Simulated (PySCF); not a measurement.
Mass spectrum arithmetic for `COC(=O)[CH+][C](C)C`

Species: `COC(=O)[CH+][C](C)C` [radical].

Calculated from isotope tables alone.

Question: What are the average molar mass and the monoisotopic mass?

Answer: For [C6H10O2]+, with standard atomic weights, 6 × 12.011 + 2 × 15.999 + 10 × 1.008 = 114.144 g/mol. From the most abundant isotopes (12C, 16O, 1H), 6 × 12.000000 + 2 × 15.994915 + 10 × 1.007825 = 114.0681 u for neutral atoms; the ion's mass is 114.0675 u once 1 electron mass (0.000549 u) is taken off.

Question: Give the isotope pattern of the ion itself, merging species of the same nominal mass.

Answer: 
```tsv
nominal mass	m/z (centroid)	relative intensity
114	114.0675	100.0
115	115.0709	6.7
116	116.0726	0.6
```

Cut off at 0.1 %.

Question: Protons, neutrons, electrons, and exact less nominal mass of the monoisotopic species?

Answer: 62 protons, 52 neutrons and 61 electrons; 114.0681 − 114 = +0.0681 u, electron masses as for neutral atoms.

Question: What share of all these ions is the monoisotopic species?

Answer: 0.9893^6 × 0.99757^2 × 0.999885^10 = 93.19 %.

Question: What is the composition by mass?

Answer: C 63.14 %, O 28.03 %, H 8.83 %.
